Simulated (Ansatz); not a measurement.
One change: `C=[C]([GeH3])Br` becomes `C=CBr`.

Ansatz, PBE0-D4/def2-TZVP geometries, multiplicity 1. 

Scalar relativity is left out up to krypton.

```tsv
property	`C=[C]([GeH3])Br`
size of the dipole moment (B3LYP/def2-TZVPP) / D	1.42
LUMO energy (B3LYP/def2-TZVPP) / eV	-0.87
HOMO energy (ωB97M-V/def2-TZVPP) / eV	-9.65
size of the dipole moment (ωB97M-V/def2-TZVPP) / D	1.48
LUMO energy (PBE/def2-TZVPP) / eV	-1.62
HOMO–LUMO gap (PBE/def2-TZVPP) / eV	4.73
```

(1) Give the same properties after the change, and the shifts. (Best estimate.)

## Answers

(1) Ansatz gave: 
```json
{"property": "size of the dipole moment (B3LYP/def2-TZVPP) / D", "`C=CBr`": "1.42", "shift": "0.00"}
{"property": "LUMO energy (B3LYP/def2-TZVPP) / eV", "`C=CBr`": "-0.59", "shift": "0.28"}
{"property": "HOMO energy (ωB97M-V/def2-TZVPP) / eV", "`C=CBr`": "-9.61", "shift": "0.04"}
{"property": "size of the dipole moment (ωB97M-V/def2-TZVPP) / D", "`C=CBr`": "1.47", "shift": "-0.01"}
{"property": "LUMO energy (PBE/def2-TZVPP) / eV", "`C=CBr`": "-1.36", "shift": "0.26"}
{"property": "HOMO–LUMO gap (PBE/def2-TZVPP) / eV", "`C=CBr`": "4.94", "shift": "0.21"}
```

Dipoles are sizes alone; their direction can turn.

B3LYP here is the variant with VWN-RPA as its local correlation; programs differ in this.

Spin–orbit coupling is left out; it splits and shifts lone-pair levels of the heavy atoms by tenths of an eV.
